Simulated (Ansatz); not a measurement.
`BC(B)O[SiH3]`, relaxed with RKS PBE0-D4/def2-TZVP in Ansatz 0.2.0 from a PBE-D4/def2-SVP geometry. The force threshold is 0.005 eV/Å; the program also tests the step.

Total charge 0; spin multiplicity 1.

Start:

```xyz
13

B     1.308   -0.136   -0.924
C    -0.017   -0.523   -0.221
B    -0.629   -1.670   -1.087
O    -0.932    0.468    0.203
Si   -0.547    1.591    1.401
H     2.178   -0.971   -1.066
H     1.455    0.981   -1.380
H     0.263   -1.263    0.599
H    -1.806   -1.628   -1.382
H     0.063   -2.614   -1.409
H    -1.683    2.565    1.439
H     0.749    2.296    1.092
H    -0.403    0.904    2.736
```

```json
{"step": "1", "energy (eV)": "-12436.8260", "largest force (eV/Å)": "0.782", "largest move (Å)": "0.000"}
{"step": "2", "energy (eV)": "-12436.8813", "largest force (eV/Å)": "0.618", "largest move (Å)": "0.042"}
{"step": "3", "energy (eV)": "-12436.8926", "largest force (eV/Å)": "0.158", "largest move (Å)": "0.032"}
{"step": "4", "energy (eV)": "-12436.8939", "largest force (eV/Å)": "0.112", "largest move (Å)": "0.017"}
{"step": "5", "energy (eV)": "-12436.8951", "largest force (eV/Å)": "0.047", "largest move (Å)": "0.009"}
{"step": "6", "energy (eV)": "-12436.8955", "largest force (eV/Å)": "0.074", "largest move (Å)": "0.116"}
{"step": "7", "energy (eV)": "-12436.8970", "largest force (eV/Å)": "0.046", "largest move (Å)": "0.047"}
{"step": "8", "energy (eV)": "-12436.8973", "largest force (eV/Å)": "0.012", "largest move (Å)": "0.025"}
{"step": "9", "energy (eV)": "-12436.8973", "largest force (eV/Å)": "0.018", "largest move (Å)": "0.009"}
{"step": "10", "energy (eV)": "-12436.8974", "largest force (eV/Å)": "0.006", "largest move (Å)": "0.009"}
{"step": "11", "energy (eV)": "-12436.8974", "largest force (eV/Å)": "0.008", "largest move (Å)": "0.004"}
{"step": "12", "energy (eV)": "-12436.8974", "largest force (eV/Å)": "0.002", "largest move (Å)": "0.002"}
```

End:

```xyz
13

B     1.316   -0.118   -0.943
C    -0.003   -0.517   -0.241
B    -0.654   -1.674   -1.046
O    -0.899    0.505    0.149
Si   -0.554    1.552    1.368
H     2.153   -0.952   -1.117
H     1.481    0.998   -1.333
H     0.329   -1.145    0.626
H    -1.805   -1.609   -1.355
H     0.006   -2.630   -1.321
H    -1.668    2.525    1.419
H     0.742    2.247    1.132
H    -0.444    0.819    2.662
```

It took 34 s on 4 threads of an Arm Neoverse V2 on a shared host, with 0.55 GiB of host memory at the peak.
